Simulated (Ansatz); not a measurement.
The input (input.yaml):

```yaml
crystal:
  periodic: [false, false, false]
  atoms:
    - { symbol: C, position_ang: [-1.790996, 0.32162, 0.419151] }
    - { symbol: Ge, position_ang: [0.131965, 0.34866, 0.856415] }
    - { symbol: Ge, position_ang: [1.429581, -0.77003, -0.90322] }
    - { symbol: I, position_ang: [2.730868, 0.969196, -2.258988] }
    - { symbol: H, position_ang: [-2.150672, -0.721317, 0.32723] }
    - { symbol: H, position_ang: [-2.362886, 0.826255, 1.222336] }
    - { symbol: H, position_ang: [-1.976688, 0.849062, -0.536269] }
    - { symbol: H, position_ang: [0.387261, -0.401408, 2.196258] }
    - { symbol: H, position_ang: [0.64738, 1.805278, 0.996496] }
    - { symbol: H, position_ang: [2.489116, -1.771936, -0.365859] }
    - { symbol: H, position_ang: [0.530368, -1.51238, -1.932951] }
basis:
  gaussian: { orbitals: def2-SVP }
hamiltonian:
  xc: pbe
phonons: {}
```

Run as:

```bash
$ ansatz run input.yaml --threads 2 --pin off --max-ram 3072MiB --backend cpu --events-out ev --progress --plain --runs-dir out
```

Hardware: 2 threads of Arm Neoverse V1 (shared host).

Question: Roughly how long does this run take, and how much memory?

Answer: 2.3 min, with a peak of 0.21 GiB, for 0 ionic steps.
